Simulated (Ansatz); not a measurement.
Consider the substitution at a C–In bond: `[CH3][In]([OH])[F]` + `NC[SiH2]N` → `CN[SiH2]CN` + `[OH][InH][F]`.

Isolated molecules relaxed with PBE0-D4/def2-TZVP in Ansatz; ΔE leaves out vibrations. CCSD(T)/CBS is the MP2 limit (def2-TZVPP, def2-QZVPP) plus CCSD(T) − MP2 in def2-TZVPP, frozen cores. DFT in def2-TZVPP. Elements past krypton have def2 core potentials. For In outer-core shells are correlated without core-valence functions, which leaves a few kJ/mol of doubt a bond. Each species was taken in one conformer, which may not be the lowest.

```csv
level,ΔE (eV)
B2PLYP,0.80
SCS-MP2/def2-TZVPP,0.81
```

What does CCSD(T)/CBS give? (Estimate.)

Ansatz gave: +0.81 eV. The listed levels differ from it by -0.01, 0.00 eV.

Largest T1 diagnostic among the species: 0.017.

The D4 term adds −0.05 eV with B3LYP and −0.03 eV with PBE0; it sums over pairs of atoms, weighted by their polarisabilities, and B3LYP, whose exchange is more repulsive, gets the larger term. In def2-TZVPP, CCSD(T) changes the Hartree–Fock value by +0.11 eV (the triples alone add +0.01 eV) and MP2 by +0.19 eV.

B3LYP here is the variant with VWN-RPA as its local correlation; programs differ in this.
